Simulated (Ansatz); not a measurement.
Total energies of CH₆BPSSi (`PB1C[SiH2]S1`).

Cartesian coordinates in Å:
```
P 0.531 1.645 -1.811
B 0.337 0.259 -0.523
C -0.774 0.157 0.607
Si 0.239 -1.163 1.446
S 1.563 -1.054 -0.255
H -0.807 1.668 -2.277
H 1.070 0.895 -2.883
H -0.985 1.079 1.151
H -1.718 -0.220 0.201
H -0.373 -2.505 1.639
H 0.918 -0.763 2.706
```

Total charge 0; spin multiplicity 1. Geometry: relaxed with PBE0-D4/def2-TZVP. It is one conformer, not always the lowest. Basis def2-TZVPP, Ansatz 0.2.0.

RPA on PBE orbitals: Hartree–Fock energy of these orbitals -1093.29149 Eh, correlation -1.26184 Eh (frozen core).

```
functional  energy without D4 (Eh)  D4 term (kJ/mol)
     BHLYP             -1095.66671             -44.0
    B2PLYP             -1095.27185                 –
```

(1) Give the same for LDA (SPW92), PBE, revPBE, BLYP, r2SCAN, B97M-V, PBE0, B3LYP, r2SCANh, r2SCAN0, HSE06 (plane-wave form), CAM-B3LYP, LC-ωPBE, ωB97X-V, ωB97M-V, PBE-QIDH. (Estimate.)

B3LYP takes the VWN-RPA correlation (the form of Gaussian; ORCA's B3LYP/G). HSE06 is the plane-wave form, built on full-range PBE exchange. The double hybrids freeze the cores in their second-order part.

Results:

(1) Ansatz gave: 
| functional | energy without D4 (Eh) | D4 term (kJ/mol) |
| --- | --- | --- |
| LDA (SPW92) | -1091.24686 | – |
| PBE | -1095.13160 | -32.9 |
| revPBE | -1095.49457 | -90.3 |
| BLYP | -1095.65603 | -71.3 |
| r2SCAN | -1095.59270 | -7.8 |
| B97M-V | -1095.47058 | – |
| PBE0 | -1095.23886 | -28.0 |
| B3LYP | -1095.77309 | -53.6 |
| r2SCANh | -1095.58591 | -8.5 |
| r2SCAN0 | -1095.57691 | -9.4 |
| HSE06 (plane-wave form) | -1095.21344 | -26.4 |
| CAM-B3LYP | -1095.68656 | -28.9 |
| LC-ωPBE | -1095.35319 | – |
| ωB97X-V | -1095.53754 | – |
| ωB97M-V | -1095.60923 | – |
| PBE-QIDH | -1094.97196 | – |

LC-ωPBE has ω = 0.4 bohr⁻¹.
